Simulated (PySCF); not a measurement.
**Bond length, frequency and bond energy of ZnS⁻ by level of theory**

State: ²Σ⁺ (doublet), unpaired electrons σ ↑. Set-up: basis Zn def2-TZVPPD, S def2-TZVPPD; no relativity; PySCF 2.14. De refers to Zn + S⁻ in their high-spin ground configurations, without counterpoise correction. The functionals are run spin-unrestricted. A positive dipole points towards S; it is taken about the centre of mass and depends on that origin.

```tsv
Level	Re (Å)	ωe (cm⁻¹)	De (eV)	μ (D)
UHF	2.158	406	n/a	-4.96
UHF-MP2	2.116	421	n/a	n/a
UHF-SCS-MP2	2.133	412	n/a	n/a
PBE	2.150	383	1.79	-3.52
r²SCAN	2.121	410	1.96	-3.67
M06-L	2.140	381	1.69	-3.39
TPSSh	2.138	395	1.79	-3.72
PBE0	2.135	401	1.76	-3.87
r²SCAN0	2.120	415	1.85	-4.00
M06-2X	2.174	387	1.73	-4.25
CAM-B3LYP	2.136	393	1.47	-4.08
B2PLYP	2.147	393	1.60	-4.27
```

Problem. What does a quarter of exact exchange do here, going from PBE to PBE0?

Solution. PBE0 less PBE: -1.5 pm in Re, +4.7 % in ωe, -0.03 eV in De. Exact exchange removes part of the self-interaction that spreads semilocal densities, and in most molecules shortens and stiffens the bond and lowers De; so it does here.

Problem. What does the step from GGA to meta-GGA do here, going from PBE to r²SCAN?

Solution. r²SCAN less PBE: -2.9 pm in Re, +7.0 % in ωe, +0.17 eV in De. 

Problem. What does a quarter of exact exchange do here, going from r²SCAN to r²SCAN0?

Solution. r²SCAN0 less r²SCAN: -0.1 pm in Re, +1.2 % in ωe, -0.11 eV in De. Exact exchange removes part of the self-interaction that spreads semilocal densities, and in most molecules shortens and stiffens the bond and lowers De; so it does here.

Correlated steps freeze 10 core orbitals. For an ion De counts to the pair picked by the measured ionisation energies or electron affinities, which need not be the lowest pair at this level. The highest Kohn–Sham level is positive in this anion. Much of that is self-interaction error, but it also means that the finite basis helps to hold the extra electron. B2PLYP dipoles, levels and charges come from its SCF part alone. The state was picked by a PBE0 search and need not be the measured ground state.

The whole job (state search and all levels along the bond) took about 13 min on 2 threads of Intel Xeon Platinum 8259CL @ 2.50GHz (shared host), peak memory 6.1 GiB.
